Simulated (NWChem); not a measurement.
Program: NWChem. System: CH5ISi, charge 0, spin multiplicity 1, at a geometry optimised with PBE0/def2-SVP with def2 effective core potentials on I. The structure started from a generated list of species. Level: PBE/x2c-SVPall-2c, scalar ZORA.

The NWChem input:

```
start mol
memory heap 200 mb stack 800 mb global 1000 mb
geometry units angstroms nocenter noautoz noautosym
  Si     0.860454     1.342855     0.000000
  C      2.619506     0.708540     0.000000
  I     -0.714047    -0.549184     0.000000
  H      0.566744     2.152906    -1.217055
  H      0.566744     2.152906     1.217055
  H      2.813170     0.095594     0.892672
  H      3.321258     1.558562     0.000000
  H      2.813170     0.095594    -0.892672
end
basis spherical
  * library x2c-svpall-2c
end
relativistic
  zora on
end
dft
  xc xpbe96 cpbe96
  semidirect memsize 60000000 filesize 0
  iterations 100
  grid fine
end
task dft energy
```

Output (cleaned and shortened):

```
             Northwest Computational Chemistry Package (NWChem) 7.3.0
             --------------------------------------------------------

                                NWChem Input Module
                                -------------------

 Scaling coordinates for geometry "geometry" by  1.889725989
 (inverse scale =  0.529177249)

                             Geometry "geometry" -> ""
                             -------------------------

 Output coordinates in angstroms (scale by  1.889725989 to convert to a.u.)

  No.       Tag          Charge          X              Y              Z
 ---- ---------------- ---------- -------------- -------------- --------------
    1 Si                  14.0000     0.86045400     1.34285500     0.00000000
    2 C                    6.0000     2.61950600     0.70854000     0.00000000
    3 I                   53.0000    -0.71404700    -0.54918400     0.00000000
    4 H                    1.0000     0.56674400     2.15290600    -1.21705500
    5 H                    1.0000     0.56674400     2.15290600     1.21705500
    6 H                    1.0000     2.81317000     0.09559400     0.89267200
    7 H                    1.0000     3.32125800     1.55856200     0.00000000
    8 H                    1.0000     2.81317000     0.09559400    -0.89267200

 Effective nuclear repulsion energy (a.u.)     301.1489839080

            Nuclear Dipole moment (a.u.)
            ----------------------------
        X                 Y               Z
 ---------------- ---------------- ----------------
    -0.0000245664     0.0000377945     0.0000000000


 Summary of "ao basis" -> "" (spherical)
 ------------------------------------------------------------------------------
       Tag                 Description            Shells   Functions and Types
 ---------------- ------------------------------  ------  ---------------------
 *                       x2c-svpall-2c                on all atoms

  pbe96 is a nonlocal functional; adding pw91lda local functional.

                                 NWChem DFT Module
                                 -----------------
[...]
 Vector   39  Occ=2.000000D+00  E=-2.286751D-01
              MO Center= -5.8D-01, -3.3D-01, -5.2D-07, r^2= 2.6D+00
   Bfn.  Coefficient  Atom+Function         Bfn.  Coefficient  Atom+Function
  ----- ------------  ---------------      ----- ------------  ---------------
    59      0.630126  3 I  pz                56      0.483743  3 I  pz
    50     -0.448437  3 I  pz                47      0.162481  3 I  pz
    87      0.113129  4 H  s                 92     -0.113128  5 H  s
    86      0.111054  4 H  s                 91     -0.111053  5 H  s
    44     -0.070729  3 I  pz                18     -0.057890  1 Si d -1

 Vector   40  Occ=0.000000D+00  E=-3.818477D-02
              MO Center=  2.8D-01,  6.7D-01,  5.8D-09, r^2= 4.6D+00
   Bfn.  Coefficient  Atom+Function         Bfn.  Coefficient  Atom+Function
  ----- ------------  ---------------      ----- ------------  ---------------
    15      0.641189  1 Si py                14      0.630265  1 Si px
    58      0.617849  3 I  py                57      0.481438  3 I  px
     3     -0.463395  1 Si s                 41      0.384658  3 I  s
     4     -0.332231  1 Si s                 40      0.309651  3 I  s
    12      0.242612  1 Si py                24     -0.229781  2 C  s

 Vector   41  Occ=0.000000D+00  E= 1.088699D-02
              MO Center=  1.3D+00,  1.0D+00, -3.2D-09, r^2= 5.4D+00
   Bfn.  Coefficient  Atom+Function         Bfn.  Coefficient  Atom+Function
  ----- ------------  ---------------      ----- ------------  ---------------
    24      1.980173  2 C  s                 14     -0.970561  1 Si px
    15      0.837006  1 Si py               102     -0.589515  7 H  s
    97     -0.487233  6 H  s                107     -0.487233  8 H  s
     4     -0.424023  1 Si s                 87     -0.399736  4 H  s
    92     -0.399736  5 H  s                 57      0.291212  3 I  px

 Vector   42  Occ=0.000000D+00  E= 3.277067D-02
              MO Center=  7.5D-01,  1.1D+00, -4.9D-08, r^2= 4.2D+00
   Bfn.  Coefficient  Atom+Function         Bfn.  Coefficient  Atom+Function
  ----- ------------  ---------------      ----- ------------  ---------------
    16      1.483053  1 Si pz                87      1.059294  4 H  s
    92     -1.059294  5 H  s                 59     -0.280693  3 I  pz
    13      0.273036  1 Si pz                97     -0.213777  6 H  s
   107      0.213777  8 H  s                 18     -0.176474  1 Si d -1
    86      0.168309  4 H  s                 91     -0.168309  5 H  s

 center of mass
 --------------
 x =  -0.27420879 y =  -0.19255204 z =   0.00000000

 moments of inertia (a.u.)
 ------------------
         390.544334329103        -392.953752973914           0.000000000000
        -392.953752973914         701.519170544061           0.000000000000
           0.000000000000           0.000000000000        1059.268104434469

     Multipole analysis of the density
     ---------------------------------

     L   x y z        total         alpha         beta         nuclear
     -   - - -        -----         -----         ----         -------
     0   0 0 0      0.000000    -39.000000    -39.000000     78.000000

     1   1 0 0      0.667162      0.333593      0.333593     -0.000025
     1   0 1 0      0.285101      0.142531      0.142531      0.000038
     1   0 0 1     -0.000000     -0.000000     -0.000000      0.000000

     2   2 0 0    -34.068154   -206.407535   -206.407535    378.746916
     2   1 1 0      1.656322    -99.609399    -99.609399    200.875121
     2   1 0 1      0.000000      0.000000      0.000000      0.000000
     2   0 2 0    -35.698394   -117.767880   -117.767880    199.837367
     2   0 1 1      0.000000      0.000000      0.000000      0.000000
     2   0 0 2    -36.984676    -26.627530    -26.627530     16.270384

 Task  times  cpu:       50.7s     wall:       50.7s

 Total times  cpu:       50.8s     wall:       50.8s
```
